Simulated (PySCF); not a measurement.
Al(Me)(SH)2 (CH5AlS2), SMILES [SH][Al]([CH3])[SH].

The structure is a stationary point at B3LYP-D3(BJ)/def2-SVP. The structure was generated by enumeration; whether it is a known compound was not checked. Other conformers were not sampled.

Two levels are set side by side: TDDFT-PBE/def2-SVPD (PySCF) and TDDFT-CAM-B3LYP/def2-SVPD (PySCF). Vertical, same geometry. The lowest singlet is HOMO→LUMO+1 84 %, HOMO→LUMO 16 % with PBE and HOMO→LUMO 88 % with the other functional; states are paired by order. Differences are taken from unrounded values.

| quantity | TDDFT-CAM-B3LYP | TDDFT-PBE | TDDFT-PBE minus TDDFT-CAM-B3LYP |
|---|---|---|---|
| lowest singlet excitation (eV) | 5.85 | 5.08 | -0.77 |
| lowest triplet excitation (TDA) (eV) | 5.47 | 4.74 | -0.73 |
| first bright state (f over 0.05) (eV) | 6.15 | 5.61 | -0.54 |
| its oscillator strength | 0.05 | 0.07 | 0.02 |

A lower first singlet is the usual sign of a functional without exact exchange. Differences between two approximate levels are no errors against the true value.

Rough cost on one machine, each run with all the roots and properties that it gave: TDDFT-CAM-B3LYP against TDDFT-PBE about 8 times.
